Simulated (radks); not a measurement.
Results of a calculation; reference values are marked as such.
Initial-state core-level shifts of the terbium ion Tb3+ when its valence configuration changes from [Xe] 4f8. Level of theory: scalar-relativistic Kohn-Sham, BLYP, spin-polarised, spherical densities, finite nucleus; open shells are filled with parallel spins first (spin-orbit coupling, left out, can overturn this in heavy ions); Fermi nuclear charge, rms radius 5.06 fm (a radial shooting solver on a logarithmic mesh with Libxc functionals). Shifts are changes of the shell-averaged eigenvalues in eV (positive: less bound); the change of the density at the nucleus, which sets a Mossbauer isomer shift, is in e/bohr^3, on a base of 7.206e+05.

4f7 5d1: 3p -9.233; 4d -8.020; 5s -3.904; 5p -3.137; density at nucleus +33.87
4f7 6p1: 3p -13.626; 4d -12.407; 5s -8.084; 5p -7.056; density at nucleus +41.00
4f6 5d1 6p1: 3p -24.698; 4d -21.730; 5s -12.265; 5p -10.390; density at nucleus +82.94
4f6 5d1 6s0.5 6p0.5: 3p -24.127; 4d -21.160; 5s -11.715; 5p -9.858; density at nucleus +117.85
4f4 5d1 6s2 6p1: 3p -57.418; 4d -49.424; 5s -27.375; 5p -23.293; density at nucleus +369.08
4f6.5 5d0.5 6p1: 3p -19.051; 4d -17.009; 5s -10.180; 5p -8.730; density at nucleus +61.46
4f5.5 5d1.5 6s0.5 6p0.5: 3p -29.989; 4d -25.991; 5s -13.787; 5p -11.503; density at nucleus +141.42
4f7 6s1: 3p -12.471; 4d -11.250; 5s -6.963; 5p -5.974; density at nucleus +106.19
4f5.5 5d1.5 6s1: 3p -29.416; 4d -25.420; 5s -13.235; 5p -10.967; density at nucleus +177.39
